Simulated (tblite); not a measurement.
Run record: tight-binding relaxation, GeH3PHPF2 (`FP(F)[PH][GeH3]`).

Computed with GFN2-xTB geometry optimisation, gas phase (tblite 0.8.0). Start geometry: from a force field or distance geometry. The command runs a driver script over a list of jobs; the input below is this job's line of settings and its coordinates in Å.

Command:
```bash
OMP_NUM_THREADS=1 python probes_run.py task.json out
```

Input:
```
{"job": {"kind": "relax", "xc": "GFN2-xTB", "basis": "xTB"}, "charge": 0, "multiplicity": 1}
F      2.945500     0.537600     1.296500
P      1.418900    -0.266500     1.337800
F      1.960400    -1.576100     0.361400
P      0.590700     0.876800    -0.350600
Ge    -1.425100    -0.206400    -0.262100
H      0.146800     1.977400     0.484500
H     -2.436700     0.541700    -1.180500
H     -1.241800    -1.656300    -0.765600
H     -1.945100    -0.222200     1.189600
```

Output:
```
step      E/eV     max force
  0    -504.83549    2.614
  1    -505.01949    1.278
  2    -505.09898    0.982
  3    -505.11564    0.440
  4    -505.13839    0.280
  5    -505.15466    0.361
  6    -505.16085    0.241
  7    -505.16523    0.164
  8    -505.16745    0.165
  9    -505.16953    0.134
... (26 lines left out)
 36    -505.17317    0.030
 37    -505.17322    0.028
 38    -505.17326    0.015
 39    -505.17327    0.012
 40    -505.17329    0.011
 41    -505.17332    0.020
 42    -505.17336    0.027
 43    -505.17340    0.026
 44    -505.17343    0.014
 45    -505.17344    0.009
```

«max force» is the largest atomic force in eV/Å.

From which step on does the largest force stay under 0.1 eV/Å, and how much energy is left to gain from there?

From step 10 (0.090 eV/Å), 2.9 meV above the end.

Summary of the converged run: energy lowered by 7.8 kcal/mol over 45 steps; largest atomic force 0.009 eV/Å at the end.

Give the final coordinates.

0.092 Å rms from the input after alignment:
```
atom  x, y, z in Å
F1     2.8819    0.4502    1.3236
P2     1.4034   -0.2108    1.2644
F3     1.8838   -1.5035    0.4185
P4     0.6209    0.9462   -0.4173
Ge5   -1.3775   -0.2003   -0.2468
H6     0.1989    1.9417    0.4690
H7    -2.4159    0.4765   -1.0887
H8    -1.2516   -1.5999   -0.7573
H9    -1.9304   -0.2941    1.1456
```

Hardware: an x86-64 server with one thread, no GPU (shared host).
Labels such as C1 count atoms from 1, the log's own numbers from 0.
